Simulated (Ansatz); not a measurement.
Cost and result for the atomization energy of `C[SiH](C)P` (13 atoms, 12 bonds).

```xyz
13

C     0.419   -0.722    1.606
Si   -0.033   -0.525   -0.201
C    -1.375    0.761   -0.420
P     1.858   -0.054   -1.348
H     1.182   -1.492    1.738
H     0.807    0.214    2.015
H    -0.458   -1.008    2.193
H    -0.513   -1.832   -0.738
H    -2.275    0.479    0.133
H    -1.042    1.735   -0.054
H    -1.644    0.871   -1.473
H     1.169    0.278   -2.547
H     1.906    1.296   -0.903
```

The species carries charge 0 and has multiplicity 1. All single points use the PBE0-D4/def2-TZVP geometry. It is one conformer, not always the lowest. Program: Ansatz. All runs use 4 threads of an AMD EPYC 9R45 on a shared host. Times are those of one run each, without the atoms' runs, and a repeat can differ threefold. Electronic energies, without spin–orbit coupling; frozen cores. CCSD(T)/CBS adds CCSD(T) − MP2 in def2-TZVPP to the MP2 limit, and its time is that of the two runs behind it. T1 = 0.011. B3LYP takes the VWN-RPA correlation (the form of Gaussian; ORCA's B3LYP/G).

CCSD(T)/CBS is a level of theory with its own doubt, some kJ/mol a heavy atom from the limit and from the frozen cores, so smaller differences don't rank the functionals.

```json
{"level": "LDA (SPW92)/def2-TZVPP", "functions": "272", "wall time": "0.7 s", "atomization (kJ/mol)": "4993.2", "difference from CCSD(T)/CBS": "529.1", "per bond": "44.1"}
{"level": "revPBE-D4/def2-TZVPP", "functions": "272", "wall time": "1.1 s", "atomization (kJ/mol)": "4420.2", "difference from CCSD(T)/CBS": "-43.9", "per bond": "-3.7"}
{"level": "BLYP-D4/def2-TZVPP", "functions": "272", "wall time": "1.1 s", "atomization (kJ/mol)": "4440.4", "difference from CCSD(T)/CBS": "-23.7", "per bond": "-2.0"}
{"level": "BHLYP-D4/def2-TZVPP", "functions": "272", "wall time": "1.4 s", "atomization (kJ/mol)": "4406.0", "difference from CCSD(T)/CBS": "-58.1", "per bond": "-4.8"}
{"level": "PBE0-D4/def2-TZVPP", "functions": "272", "wall time": "1.5 s", "atomization (kJ/mol)": "4462.7", "difference from CCSD(T)/CBS": "-1.4", "per bond": "-0.1"}
{"level": "CCSD(T)/def2-SVP", "functions": "109", "wall time": "1.6 s", "atomization (kJ/mol)": "4200.5", "difference from CCSD(T)/CBS": "-263.6", "per bond": "-22.0"}
{"level": "CAM-B3LYP-D4/def2-TZVPP", "functions": "272", "wall time": "1.8 s", "atomization (kJ/mol)": "4486.6", "difference from CCSD(T)/CBS": "22.5", "per bond": "1.9"}
{"level": "B3LYP-D4/def2-TZVPP (with forces)", "functions": "272", "wall time": "2.4 s", "atomization (kJ/mol)": "4478.8", "difference from CCSD(T)/CBS": "14.7", "per bond": "1.2"}
{"level": "ωB97X-V/def2-TZVPP", "functions": "272", "wall time": "3.4 s", "atomization (kJ/mol)": "4497.2", "difference from CCSD(T)/CBS": "33.1", "per bond": "2.8"}
{"level": "ωB97M-V/def2-TZVPP (with forces)", "functions": "272", "wall time": "4.7 s", "atomization (kJ/mol)": "4488.2", "difference from CCSD(T)/CBS": "24.1", "per bond": "2.0"}
{"level": "MP2/def2-QZVPP", "functions": "524", "wall time": "11 s", "atomization (kJ/mol)": "4408.0", "difference from CCSD(T)/CBS": "-56.1", "per bond": "-4.7"}
{"level": "CCSD(T)/def2-TZVPP", "functions": "272", "wall time": "48 s", "atomization (kJ/mol)": "4357.0", "difference from CCSD(T)/CBS": "-107.1", "per bond": "-8.9"}
{"level": "CCSD(T)/CBS(def2)", "functions": "–", "wall time": "59 s", "atomization (kJ/mol)": "4464.1", "difference from CCSD(T)/CBS": "0.0", "per bond": "0.0"}
```

From r2SCAN to r2SCAN0 (25 % exact exchange), in def2-TZVPP and without D4, the atomization energy moves by −31.7 kJ/mol: exact exchange takes away binding that semilocal exchange gives to molecules. Leaving LDA and LC-ωPBE aside and taking each functional with its dispersion term where it has one, the values, not all of them listed here, spread over 94.2 kJ/mol, from BHLYP-D4 to B97M-V. LDA lies +528.5 kJ/mol from PBE without D4, its usual overbinding. The D4 term adds +44.5 kJ/mol with B3LYP and +23.7 kJ/mol with PBE0; it sums over pairs of atoms, weighted by their polarisabilities, and B3LYP, whose exchange is more repulsive, gets the larger term.
